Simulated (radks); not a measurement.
Values are calculated unless marked as measured or tabulated.
The oxygen anion O-, [He] 2s2 2p5, held by a Watson sphere: a shell of charge +1 at radius R that stands for the Madelung well of a crystal (potential energy -1/R inside, -1/r outside, in hartree with lengths in bohr). Code: a radial shooting solver on a logarithmic mesh with Libxc functionals. Model: non-relativistic Kohn-Sham, LDA (Slater exchange, Perdew-Wang correlation), spin-polarised, spherical densities, point nucleus; open shells are filled with parallel spins first. Response by self-consistent Sternheimer equations with the Hartree and adiabatic LDA kernel. The sphere does not respond.

\begin{tabular}{lrrrrrrr}
R (bohr) & e(2s down) (eV) & e(2p up) (eV) & e(2p down) (eV) & <r> 2p (bohr) & sum of <r^2> (bohr^2) & X-ray form factor at sin(theta)/lambda = 0.1 1/angstrom & alpha (bohr^3) \\ \hline
1.86 & -22.061 & -9.049 & -7.800 & 1.404 & 16.12 & 7.951 & 9.427 \\
2 & -21.648 & -8.698 & -7.459 & 1.423 & 16.52 & 7.930 & 10.22 \\
2.05 & -21.506 & -8.575 & -7.339 & 1.430 & 16.65 & 7.923 & 10.51 \\
2.46 & -20.453 & -7.638 & -6.418 & 1.479 & 17.67 & 7.874 & 13.12 \\
2.49 & -20.384 & -7.574 & -6.355 & 1.482 & 17.74 & 7.871 & 13.33 \\
3.34 & -18.757 & -6.038 & -4.823 & 1.559 & 19.36 & 7.803 & 19.73 \\
3.43 & -18.617 & -5.903 & -4.688 & 1.566 & 19.51 & 7.798 & 20.48 \\
3.5 & -18.512 & -5.801 & -4.585 & 1.571 & 19.61 & 7.794 & 21.06 \\
3.81 & -18.081 & -5.381 & -4.162 & 1.592 & 20.06 & 7.779 & 23.74 \\
\end{tabular}
